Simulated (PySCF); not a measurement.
**Molecular orbitals of NaBr⁺**

BP86 at R = 2.958 Å; Na x2c-SVPall, Br x2c-SVPall; spin-free X2C with a Gaussian nucleus (PySCF 2.14). State: ²Π (doublet), unpaired electrons π ↑. Only the outer orbitals are listed, counted within each symmetry.

```json
{"spin": "α", "orbital": "4π", "occ.": "1", "ε (eV)": "-35.60", "on Na (%)": "100", "main shells (%)": "100 Na p"}
{"spin": "α", "orbital": "4π", "occ.": "1", "ε (eV)": "-35.60", "on Na (%)": "100", "main shells (%)": "100 Na p"}
{"spin": "α", "orbital": "9σ", "occ.": "1", "ε (eV)": "-35.58", "on Na (%)": "100", "main shells (%)": "100 Na p"}
{"spin": "α", "orbital": "10σ", "occ.": "1", "ε (eV)": "-25.57", "on Na (%)": "1", "main shells (%)": "99 Br s"}
{"spin": "α", "orbital": "5π", "occ.": "1", "ε (eV)": "-13.95", "on Na (%)": "1", "main shells (%)": "99 Br p"}
{"spin": "α", "orbital": "11σ", "occ.": "1", "ε (eV)": "-13.11", "on Na (%)": "5", "main shells (%)": "95 Br p"}
{"spin": "α", "orbital": "5π", "occ.": "1", "ε (eV)": "-12.64", "on Na (%)": "1", "main shells (%)": "99 Br p"}
{"spin": "α", "orbital": "12σ", "occ.": "0", "ε (eV)": "-6.37", "on Na (%)": "98", "main shells (%)": "98 Na s"}
{"spin": "α", "orbital": "6π", "occ.": "0", "ε (eV)": "-3.84", "on Na (%)": "98", "main shells (%)": "98 Na p"}
{"spin": "α", "orbital": "6π", "occ.": "0", "ε (eV)": "-3.77", "on Na (%)": "98", "main shells (%)": "98 Na p"}
{"spin": "β", "orbital": "4π", "occ.": "1", "ε (eV)": "-35.60", "on Na (%)": "100", "main shells (%)": "100 Na p"}
{"spin": "β", "orbital": "4π", "occ.": "1", "ε (eV)": "-35.60", "on Na (%)": "100", "main shells (%)": "100 Na p"}
{"spin": "β", "orbital": "9σ", "occ.": "1", "ε (eV)": "-35.58", "on Na (%)": "100", "main shells (%)": "100 Na p"}
{"spin": "β", "orbital": "10σ", "occ.": "1", "ε (eV)": "-24.70", "on Na (%)": "1", "main shells (%)": "99 Br s"}
{"spin": "β", "orbital": "11σ", "occ.": "1", "ε (eV)": "-12.75", "on Na (%)": "6", "main shells (%)": "94 Br p"}
{"spin": "β", "orbital": "5π", "occ.": "1", "ε (eV)": "-12.27", "on Na (%)": "1", "main shells (%)": "99 Br p"}
{"spin": "β", "orbital": "5π", "occ.": "0", "ε (eV)": "-12.23", "on Na (%)": "1", "main shells (%)": "99 Br p"}
{"spin": "β", "orbital": "12σ", "occ.": "0", "ε (eV)": "-6.34", "on Na (%)": "97", "main shells (%)": "98 Na s"}
{"spin": "β", "orbital": "6π", "occ.": "0", "ε (eV)": "-3.77", "on Na (%)": "98", "main shells (%)": "98 Na p"}
```

Problem. Which are the highest filled and the lowest empty level, where do they sit, and how wide is the gap?

Solution. Highest filled β 5π at -12.27 eV (in %: 99 Br p); lowest empty β 5π at -12.23 eV (in %: 99 Br p); the gap at BP86 is 0.04 eV. Both belong to one degenerate shell, split only by its one-sided filling, so this is no excitation gap.

- bond order (Mayer): 0.28
- ⟨S²⟩: 0.751
- charge on Na (Mulliken, basis-dependent): 0.85
- charge on Na (Löwdin, basis-dependent): 0.67
- dipole moment (positive dipole points towards Br; it is taken about the centre of mass and depends on that origin): -9.38 D

Spin–orbit coupling is left out. The state was picked by a PBE0 search and need not be the measured ground state.
